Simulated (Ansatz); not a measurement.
```yaml
crystal:
  periodic: [true, true, true]
  atoms:
    - {symbol: C, position_ang: [0.616543, 0.329181, 2.220978]}
    - {symbol: B, position_ang: [1.273824, 0.302367, 0.844100]}
    - {symbol: B, position_ang: [1.820050, 0.126717, -0.565516]}
    - {symbol: Si, position_ang: [0.934112, -1.550554, -1.234344]}
    - {symbol: Ga, position_ang: [-0.122745, 0.910519, -1.227597]}
    - {symbol: Si, position_ang: [-2.232597, 0.688430, -0.076007]}
    - {symbol: H, position_ang: [-0.145861, -0.457506, 2.267986]}
    - {symbol: H, position_ang: [1.346978, 0.123097, 3.008568]}
    - {symbol: H, position_ang: [0.117806, 1.277243, 2.438413]}
    - {symbol: H, position_ang: [2.713179, 0.579266, -1.210956]}
    - {symbol: H, position_ang: [0.357390, -2.482430, -0.230451]}
    - {symbol: H, position_ang: [-0.328000, -1.113328, -2.012882]}
    - {symbol: H, position_ang: [1.737733, -2.291183, -2.237823]}
    - {symbol: H, position_ang: [0.014406, 1.629268, -2.611748]}
    - {symbol: H, position_ang: [-3.413781, 0.735201, -0.981042]}
    - {symbol: H, position_ang: [-2.297276, -0.592943, 0.685700]}
    - {symbol: H, position_ang: [-2.391780, 1.786655, 0.922622]}
basis:
  gaussian: {orbitals: def2-TZVPP}
hamiltonian: {xc: {name: RPBE}, dispersion: d4}
```

```sh
$ ansatz run in.yaml --threads 2 --pin off --events-out ev --progress --plain --max-ram 22528MiB --backend cuda --devices 0, --max-vram 18GiB
```

Question: How does Ansatz answer? (Estimate.)

Answer: Ansatz gave: The input was rejected before any iteration.
```
Error: YAML parse error: error: line 2 column 3: crystal: missing field `lattice` (a structure is typed as `lattice` and `atoms`, a molecule's as `atoms` in Å alone, or read from a run's directory, `checkpoint`)
 --> <input>:2:3
1 | crystal:
2 |   periodic: [true, true, true]
3 |   atoms:
4 |     - {symbol: C, position_ang: [0.616543, 0.329181, 2.220978]}
```
